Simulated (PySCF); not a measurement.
Electron correlation in Pt⁺ (platinum, charge +1)

[Xe] 4f14 5d8 6s1, high-spin 4F determinant (an excited configuration). All numbers are calculated (PySCF 2.14, scalar relativity through the core potential, in def2-TZVPPD with the def2 core potential (60 electrons) (6s5p3d2f1g, 59 functions)). Frozen: 5s2 5p6; 9 electrons correlated.

MP2 pair energies summed by pair of shells (mhartree):

| pair | energy | share (%) |
| --- | --- | --- |
| 5d-5d | -190.81 | 82.0 |
| 5d-6s | -41.82 | 18.0 |

Total MP2 correlation energy: -232.62 mhartree.

Same-spin part -89.66 and opposite-spin part -142.97 mhartree; SCS-MP2 scales them by 1/3 and 6/5 to -201.45 mhartree.
